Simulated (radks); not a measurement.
Values are calculated unless marked as measured or tabulated.
Ionisation of Nb, [Kr] 4d4 5s1, to Nb+, [Kr] 4d4, under several functionals. Dirac Kohn-Sham, spin-unpolarised, spherical densities, point nucleus; open shells are shared between the two j in proportion to 2j + 1; a radial shooting solver on a logarithmic mesh with Libxc functionals.

| functional | E(Nb) (hartree) | Exc (hartree) | IE (eV) | -e(HOMO) (eV) | <r> HOMO (bohr) | IE error (eV) |
|---|---|---|---|---|---|---|
| LDA (Slater exchange, VWN5 correlation) | -3816.06006 | -114.76342 | 6.907 | 3.147 | 2.230 | +0.148 |
| BP86 | -3820.96182 | -119.73457 | 6.832 | 3.121 | 2.232 | +0.073 |
| PBE | -3820.11076 | -118.87472 | 6.638 | 2.980 | 2.230 | -0.121 |

NIST Atomic Spectra Database: 6.759 eV (measured). Closest: BP86. The Delta-SCF values span 0.27 eV, the total energies 4.90 hartree. The highest occupied level is 4d5/2. Spin polarisation and multiplet splitting are left out, so open shells lie too high by an amount that depends on their filling. Sharing an open shell by 2j + 1 raises it above the true ground level by a part of the spin-orbit splitting, which enters the differences from NIST.

Beside tabulated values, note that spin-unpolarised runs miss the spin-polarisation part of the exchange energy of open shells.
